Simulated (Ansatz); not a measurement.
Reaction (ligand exchange at the Al–O bond): `O[SiH2][O][AlH2]` + H₂Se → `[AlH2][SeH]` + `O[SiH2]O`

Gas-phase electronic energies from Ansatz, PBE0-D4/def2-TZVP geometries. CBS: MP2 limit from def2 TZ/QZ plus the TZ coupled-cluster correction, frozen cores. Functionals use def2-TZVPP. B3LYP here is the variant with VWN-RPA as its local correlation; programs differ in this. HSE06 is defined as in plane-wave codes. For Se outer-core shells are correlated without core-valence functions, which leaves a few kJ/mol of doubt a bond. Scalar relativity is left out up to krypton. One conformer a species, not always the lowest.

`O[SiH2][O][AlH2]`:

```xyz
9

O    -2.049    0.749    0.237
Si   -0.550    0.657    0.899
O     0.501   -0.124   -0.053
Al    1.507   -0.855   -1.187
H    -2.570   -0.054    0.194
H    -0.131    2.065    1.074
H    -0.606   -0.068    2.197
H     0.878   -1.959   -2.126
H     3.021   -0.411   -1.235
```

H₂Se:

```xyz
3

Se   -0.612   -0.303   -0.048
H    -0.115    1.053   -0.304
H     0.727   -0.751    0.352
```

`[AlH2][SeH]`:

Z-matrix (Å, degrees):
```
Al
Se 1 2.314
H 1 1.579 2 116.3
H 1 1.580 2 119.2 3 180.0
H 2 1.469 1 92.2 3 179.9
```

`O[SiH2]O`:

Cartesian coordinates in Å:
```
O -0.706 -1.225 0.322
Si -0.170 0.168 -0.361
O 1.073 0.862 0.457
H -0.110 -1.976 0.331
H 0.384 -0.069 -1.713
H -1.367 1.041 -0.372
H 0.896 1.199 1.336
```

```tsv
level	ΔE (kJ/mol)	difference from CCSD(T)/CBS
LDA (SPW92)	23.8	-8.9
PBE-D4	22.5	-10.2
revPBE-D4	23.7	-9.0
BLYP-D4	39.5	6.8
B97M-V	40.9	8.2
PBE0-D4	24.3	-8.4
B3LYP-D4	39.6	6.9
r2SCANh-D4	31.4	-1.3
r2SCAN0-D4	31.1	-1.6
BHLYP-D4	42.1	9.4
CAM-B3LYP-D4	44.4	11.7
ωB97X-V	35.7	3.0
B2PLYP	38.3	5.6
PBE-QIDH	28.3	-4.4
PBE	21.4	-11.3
revPBE	20.6	-12.1
BLYP	37.4	4.7
r2SCAN	31.1	-1.6
PBE0	23.2	-9.5
B3LYP	38.0	5.3
r2SCANh	30.8	-1.9
r2SCAN0	30.4	-2.3
HSE06	22.6	-10.1
CAM-B3LYP	43.2	10.5
LC-ωPBE	32.0	-0.7
RPA@PBE/def2-TZVPP	39.4	6.7
HF/def2-SVP	48.7	16.0
MP2/def2-SVP	41.3	8.6
CCSD/def2-SVP	44.7	12.0
CCSD(T)/def2-SVP	43.1	10.4
HF/def2-TZVPP	44.1	11.4
MP2/def2-TZVPP	34.6	1.9
SCS-MP2/def2-TZVPP	39.8	7.1
CCSD/def2-TZVPP	38.4	5.7
CCSD(T)/def2-TZVPP	36.2	3.5
HF/def2-QZVPP	47.1	14.4
MP2/def2-QZVPP	33.6	0.9
SCS-MP2/def2-QZVPP	38.8	6.1
HF/CBS(def2)	47.5	14.8
CCSD/CBS(def2)	34.9	2.2
CCSD(T)/CBS	32.7	0
```

Largest T1 diagnostic among the species: 0.012.

At CCSD(T), def2-SVP lies +10.4 kJ/mol from the extrapolated value and def2-TZVPP +3.5 kJ/mol. Leaving LDA and LC-ωPBE aside and taking each functional with its dispersion term where it has one, the values spread over 21.9 kJ/mol, from PBE-D4 to CAM-B3LYP-D4. From BLYP to BHLYP (50 % exact exchange), in def2-TZVPP and without D4, ΔE moves by +3.9 kJ/mol.
